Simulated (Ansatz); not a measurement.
Mulliken charges of `B[SiH](F)F` from B3LYP/def2-TZVPP in Ansatz (PBE0-D4/def2-TZVP geometry).

| atom | x (Å) | y (Å) | z (Å) | charge (e) |
| --- | --- | --- | --- | --- |
| B1 | -0.752 | 0.944 | -0.084 | -0.116 |
| Si2 | 0.514 | -0.615 | 0.037 | 0.723 |
| F3 | 0.605 | -1.180 | 1.524 | -0.317 |
| F4 | 0.028 | -1.833 | -0.869 | -0.317 |
| H5 | -1.346 | 1.175 | -1.093 | 0.066 |
| H6 | -0.881 | 1.701 | 0.831 | 0.066 |
| H7 | 1.893 | -0.262 | -0.391 | -0.105 |

Q: By hand: the dipole of these point charges (1 e Å = 4.8032 D).

A: Σ q r = (-0.088, 0.618, -0.147) e Å, of length 0.641 e Å = 3.08 D.

Q: How does the dipole of the full density compare? (Best estimate.)

A: Computed: (-0.030, 0.372, -0.094) e Å, 1.85 D; the point charges give 1.66 times that, at 4° from its direction.

Point charges leave out the atoms' own dipoles, such as those of lone pairs, and Mulliken's split depends on the basis, so the two needn't agree.

B3LYP here is the variant with VWN-RPA as its local correlation; programs differ in this.
